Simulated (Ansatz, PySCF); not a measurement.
This Ansatz (a program for electronic structure) input computes a PBE0/def2-TZVPD energy:

Ansatz 0.2 input:
```yaml
crystal:
  periodic: [false, false, false]
  atoms:
    - {symbol: Te, position_ang: [-0.00000000, -0.00000000, -0.55241785]}
    - {symbol: Cl, position_ang: [0.00000000, 0.00000000, 1.68974872]}
basis:
  gaussian:
    orbitals: def2-TZVPD
hamiltonian:
  xc: {name: PBE0}
total_charge: 1
output: {forces: true}
```

Write an input for the same energy in PySCF and say what it gives.


```python
from pyscf import gto, scf, dft

mol = gto.M(
    atom='''
    Te   -0.00000000   -0.00000000   -0.55241785
    Cl    0.00000000    0.00000000    1.68974872
    ''',
    basis='def2-tzvpd',
    ecp='def2-tzvp',
    charge=1,
    spin=0,
    verbose=4,
)

mf = dft.RKS(mol, xc='pbe0').density_fit(auxbasis='def2-universal-jkfit')
mf.grids.level = 3
mf.conv_tol = 1e-9
mf.max_cycle = 100
mf.max_memory = 1500
mf.kernel()
if not mf.converged:
    mf = mf.newton()
    mf.kernel(mf.make_rdm1())
mf.analyze()
```
It gives -727.73432 Eh, and Ansatz -727.73429 Eh, a difference of 0.03 mEh, from the treatment of integrals and grids.

This is an excited singlet: at this geometry the triplet lies 1.00 eV lower at CCSD(T)/CBS(def2-TZVPPD,def2-QZVPPD).
